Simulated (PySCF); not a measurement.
Species: C₉H₉FSi.
Cartesian coordinates in Å at the PBE0-D3(BJ)/def2-SVP level; atoms count from 1:
```xyz
20
C9H9FSi angstrom
C     -2.587    0.799   -0.645
Si    -1.407   -0.237    0.382
C     -1.157   -1.997   -0.215
C      0.139   -2.159   -0.558
C      1.023   -0.991   -0.400
C      2.381   -0.959   -0.710
F      2.973   -2.054   -1.193
C      3.139    0.193   -0.528
C      2.527    1.341   -0.030
C      1.164    1.336    0.287
C      0.412    0.180    0.106
H     -2.310    0.751   -1.708
H     -3.623    0.440   -0.537
H     -2.558    1.852   -0.325
H     -1.795   -0.159    1.827
H     -1.873   -2.817   -0.303
H      0.558   -3.095   -0.941
H      4.200    0.172   -0.783
H      3.121    2.247    0.112
H      0.700    2.246    0.678
```

Jobs on this species (20 atoms, 86 electrons) with PySCF (density fitting). Hardware of each: one thread, x86-64 server, on a shared host. Other jobs ran on the host; a repeat could differ by tens of per cent or more.

| level and settings | work | basis functions | SCF cycles | wall time |
| --- | --- | --- | --- | --- |
| PBE0/pcSseg-1, IEF-PCM chloroform | shieldings, ring-centre shieldings, charges and field gradients | 239 | ? | ? |
| PBE0/pcSseg-1, IEF-PCM methanol | shieldings, ring-centre shieldings | 239 | 13 | 81 s |
| PBE0-D3(BJ)/def2-SVP, grid level 1 | geometry optimisation from a GFN2-xTB start | 203 | 47 | 4.0 min |

Q: Fill in the missing figures.

A: 
- PBE0/pcSseg-1, IEF-PCM chloroform; shieldings, ring-centre shieldings, charges and field gradients: 86 s, 13 SCF cycles

Q: What do all jobs in the table cost together?

A: About 6.8 min; the longest takes about 59 % of that, and about 3 times as long as the shortest.
